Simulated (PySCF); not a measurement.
Polarisability and C₆ of Pd²⁵⁺ (palladium, charge +25)

[Ar] 3d3, high-spin 4F determinant. Computed with PySCF 2.14 in an uncontracted even-tempered set (17 s from 2.9 bohr⁻², ratio 2.5; 11 p from 3.8 bohr⁻², ratio 2.5; 8 d from 3.8 bohr⁻², ratio 2.5; 4 f from 15 bohr⁻², ratio 2.7; 3 g from 22 bohr⁻², ratio 2.7), with no relativity, point nucleus. Coupled (time-dependent) response in atomic units; α is the mean over directions.

| method | mean α (bohr³) | C₆ (like pair) | S(−4) |
| --- | --- | --- | --- |
| UHF | 0.03019 | 0.007240 | 0.0005305 |
| PBE0 | 0.03014 | 0.007218 | 0.0005319 |

S(−4) is the Cauchy moment in α(ω) = α(0) + S(−4) ω² + …

Spin-orbit coupling is absent.

α(iu) at PBE0:

| u (hartree) | α(iu) (bohr³) |
| --- | --- |
| 0 | 0.03014 |
| 1.00 | 0.02962 |
| 2.00 | 0.02820 |
| 4.00 | 0.02398 |
| 6.00 | 0.01981 |
| 8.00 | 0.01655 |
| 10.0 | 0.01416 |
| 15.0 | 0.01049 |
| 20.0 | 0.008383 |
| 30.0 | 0.005860 |
| 50.0 | 0.003314 |

For an ion, C₆ is the dispersion term alone; charge-induced terms of lower order in 1/R come first.

A non-relativistic calculation at this Z misses sizeable relativistic shifts. Spin-orbit coupling, absent here, splits the open shell strongly.
